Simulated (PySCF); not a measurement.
C2H6OSn. Atoms are numbered in the order given.

```xyz
10

Sn     0.2580    -0.2163    -0.3285
O      1.8152     0.0765     0.8845
C     -1.4051     0.9685     0.2975
C     -2.4166     0.4380     0.9911
H     -0.0924    -1.8726    -0.0981
H      0.7481     0.1731    -1.9290
H      2.0082     1.0115     1.0140
H     -1.4377     2.0351     0.0426
H     -2.4400    -0.6211     1.2736
H     -3.2769     1.0369     1.3148
```
Charge 0, spin multiplicity 1.

Geometry: PBE0-D3(BJ)/def2-SVP. The structure was generated by enumeration; whether it is a known compound was not checked. The def2 effective core potentials stand for the cores of Sn; spin–orbit coupling is left out. The values are those of a single conformer.

These are M06-2X/def2-TZVP (PySCF) values and carry that method's errors.

ESP charges are fitted to the potential on shells at 1.4 to 2.0 van der Waals radii. Atomic charges (e):

```csv
atom,Mulliken,Löwdin,ESP fit
Sn1,0.78,0.60,0.75
O2,-0.76,-0.39,-0.74
C3,-0.41,-0.38,[?]
C4,-0.25,-0.22,[?]
H5,-0.04,-0.07,-0.10
H6,-0.06,-0.08,-0.15
H7,0.32,0.15,[?]
H8,0.14,0.13,[?]
H9,0.14,0.13,0.18
H10,0.14,0.12,0.18
```

Task: Complete the blanks. (The exact figures need the calculation; the answer reports its results.)

Result: 
- C3, ESP fit: -0.35
- C4, ESP fit: -0.34
- H7, ESP fit: 0.40
- H8, ESP fit: 0.18
